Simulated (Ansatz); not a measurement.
An input meant for CuBr₂ (charge 0, doublet).

```yaml
crystal:
  periodic: [false, false, false]
  atoms:
    - {symbol: Cu, position_ang: [0.000005, 0.000008, 0.000001]}
    - {symbol: D, position_ang: [-0.015555, -0.019559, 2.218436]}
    - {symbol: Br, position_ang: [0.015550, 0.019561, -2.218437]}
basis:
  gaussian: {orbitals: def2-TZVPD, nuclear_model: gaussian}
magnetization: {spin_polarized: true, initial_magnetization: 1}
hamiltonian: {xc: {name: HF}}
correlation: {method: mp2}
scf: {lower_state_search: off}
```

```sh
$ ansatz run in.yaml --threads 4 --pin off --events-out ev --progress --plain --max-ram 3916MiB
```

Shortened log:

```
Error: YAML parse error: error: line 5 column 16: `D` is not an element symbol (H … Og, case-exact)
 --> <input>:5:16
3 |   atoms:
4 |     - {symbol: Cu, position_ang: [0.000005, 0.000008, 0.000001]}
5 |     - {symbol: D, position_ang: [-0.015555, -0.019559, 2.218436]}
6 |     - {symbol: Br, position_ang: [0.015550, 0.019561, -2.218437]}
7 | basis:
```

In this input an element symbol is wrong. The program refused the input.
